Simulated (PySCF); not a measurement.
C4H9NSi, SMILES N1[SiH2]C([C@@H]1C)=C.

Geometry: ωB97X-D3(BJ)/def2-SVP. The structure was generated by enumeration; whether it is a known compound was not checked.

Two levels are set side by side: PBE/def2-TZVP (PySCF) and M06-2X/def2-TZVP (PySCF). Same geometry, gas phase. Differences are taken from unrounded values.

```tsv
quantity	M06-2X
orbital gap (eV)	8.53
highest occupied level (eV)	-7.97
lowest empty level (eV)	0.56
dipole moment (D)	0.77
mean polarisability (bohr³)	79.1
```

Q: What does PBE give, and how far is it from M06-2X? (An estimate is asked for; the answer gives what the named calculation found.)

A: 
```csv
quantity,PBE,PBE minus M06-2X
orbital gap (eV),4.02,-4.51
highest occupied level (eV),-5.35,2.62
lowest empty level (eV),-1.32,-1.89
dipole moment (D),0.96,0.19
mean polarisability (bohr³),83.2,4.1
```

PBE's occupied levels lie high since its potential decays too fast outside the molecule; exact exchange lowers them and widens the gap. Loosely held outer electrons make PBE densities more polarisable. Differences between two approximate levels are no errors against the true value.

Rough cost on one machine, each run with all the roots and properties that it gave: M06-2X against PBE about 4 times.
